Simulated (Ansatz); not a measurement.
Ansatz (an electronic-structure program) input (B3LYP/6-31G* with LANL2DZ past Ar): The .json file joins the Basis Set Exchange's 6-31G* for atoms up to Ar and LANL2DZ past it.

Ansatz 0.2 input:
```yaml
crystal:
  periodic: [false, false, false]
  atoms:
    - {symbol: Mg, position_ang: [1.19389933, 0.33692408, 0.22144848]}
    - {symbol: I, position_ang: [-0.36621686, 1.79556950, -1.56927149]}
    - {symbol: I, position_ang: [0.09590003, -1.87185419, 1.51913221]}
basis:
  gaussian:
    orbitals: 6-31Gs+LANL2DZ.json
hamiltonian:
  xc: {name: B3LYP}
total_charge: -1
magnetization: {spin_polarized: true, initial_magnetization: 1}
phonons: {temperatures: {t_min: 298.15, t_max: 298.15, t_step: 100}}
```

Output:

```
Functional definition: B3LYP
integrals: 0.01 GiB planned
422 factors; integrals over basis functions are off by at most 2.7e-4 eV
mean field: 0.13 GiB planned
mean field evaluation 1: about -6069.3238 eV, gradient 4.2e0 eV
mean field evaluation 2: about -6069.4852 eV, gradient 2.7e0 eV
mean field evaluation 4: about -6069.5774 eV, gradient 1.1e-1 eV
mean field evaluation 8: about -6069.5829 eV, gradient 2.4e-3 eV
mean field -6069.58291703 eV, -223.0530580896 hartree, gradient 3.4e-5 eV, S^2 0.751024; 0 other end points of the search recorded, 0 dependent functions left out
the calculation of the forces begins
reference -6069.58313088 eV, -223.0530659488 hartree; 14, 13 occupied and 21, 22 virtual orbitals, 422 factors
these checks for a lower state are left out or cut short: stability, starts, cluster_reference, orbital_swaps, neighbouring_geometries, increment
integrals: 0.01 GiB planned
422 factors; integrals over basis functions are off by at most 2.7e-4 eV
mean field: 0.13 GiB planned
mean field evaluation 16: about -6069.5829 eV, gradient 3.6e-5 eV
mean field -6069.58290711 eV, -223.0530577252 hartree, gradient 2.3e-6 eV, S^2 0.751025; 0 other end points of the search recorded, 0 dependent functions left out
the calculation of the forces begins
reference -6069.58312098 eV, -223.0530655847 hartree; 14, 13 occupied and 21, 22 virtual orbitals, 422 factors
these checks for a lower state are left out or cut short: stability, starts, cluster_reference, orbital_swaps, neighbouring_geometries, increment
integrals: 0.01 GiB planned
422 factors; integrals over basis functions are off by at most 2.7e-4 eV
mean field: 0.13 GiB planned
mean field -6069.58291041 eV, -223.0530578464 hartree, gradient 1.6e-6 eV, S^2 0.751023; 0 other end points of the search recorded, 0 dependent functions left out
the calculation of the forces begins
reference -6069.58312425 eV, -223.0530657051 hartree; 14, 13 occupied and 21, 22 virtual orbitals, 422 factors
these checks for a lower state are left out or cut short: stability, starts, cluster_reference, orbital_swaps, neighbouring_geometries, increment
integrals: 0.01 GiB planned
422 factors; integrals over basis functions are off by at most 2.7e-4 eV
mean field: 0.13 GiB planned
mean field evaluation 32: about -6069.5829 eV, gradient 2.3e-6 eV
mean field -6069.58290866 eV, -223.0530577822 hartree, gradient 2.3e-6 eV, S^2 0.751026; 0 other end points of the search recorded, 0 dependent functions left out
the calculation of the forces begins
reference -6069.58312254 eV, -223.0530656422 hartree; 14, 13 occupied and 21, 22 virtual orbitals, 422 factors
these checks for a lower state are left out or cut short: stability, starts, cluster_reference, orbital_swaps, neighbouring_geometries, increment
integrals: 0.01 GiB planned
422 factors; integrals over basis functions are off by at most 2.7e-4 eV
mean field: 0.13 GiB planned
mean field -6069.58290998 eV, -223.0530578307 hartree, gradient 2.0e-6 eV, S^2 0.751022; 0 other end points of the search recorded, 0 dependent functions left out
the calculation of the forces begins
reference -6069.58312381 eV, -223.0530656889 hartree; 14, 13 occupied and 21, 22 virtual orbitals, 422 factors
these checks for a lower state are left out or cut short: stability, starts, cluster_reference, orbital_swaps, neighbouring_geometries, increment
integrals: 0.01 GiB planned
422 factors; integrals over basis functions are off by at most 2.7e-4 eV
mean field: 0.13 GiB planned
mean field -6069.58291583 eV, -223.0530580456 hartree, gradient 1.3e-6 eV, S^2 0.751023; 0 other end points of the search recorded, 0 dependent functions left out
the calculation of the forces begins
reference -6069.58312968 eV, -223.0530659045 hartree; 14, 13 occupied and 21, 22 virtual orbitals, 422 factors
these checks for a lower state are left out or cut short: stability, starts, cluster_reference, orbital_swaps, neighbouring_geometries, increment
integrals: 0.01 GiB planned
422 factors; integrals over basis functions are off by at most 2.7e-4 eV
mean field: 0.13 GiB planned
mean field -6069.58291368 eV, -223.0530579667 hartree, gradient 1.4e-6 eV, S^2 0.751025; 0 other end points of the search recorded, 0 dependent functions left out
the calculation of the forces begins
reference -6069.58312755 eV, -223.0530658261 hartree; 14, 13 occupied and 21, 22 virtual orbitals, 422 factors
Total energy: -6069.58313088 eV, -223.0530659488 hartree
Atom 0 at     1.193899     0.336924     0.221448 Å, force    -0.001091    -0.000308    -0.000202 eV/Å
Atom 1 at    -0.366217     1.795570    -1.569271 Å, force     0.000577    -0.000097     0.000312 eV/Å
Atom 2 at     0.095900    -1.871854     1.519132 Å, force     0.000514     0.000404    -0.000110 eV/Å
Dipole moment:    -0.151495    -0.042753    -0.028100 e Å
Vibrations: 47.48 194.54 255.91 cm⁻¹, zero-point energy 0.030867 eV
```

The blocks after the first are displaced geometries, from whose forces the wavenumbers follow.

The dipole moment of an ion depends on the origin.
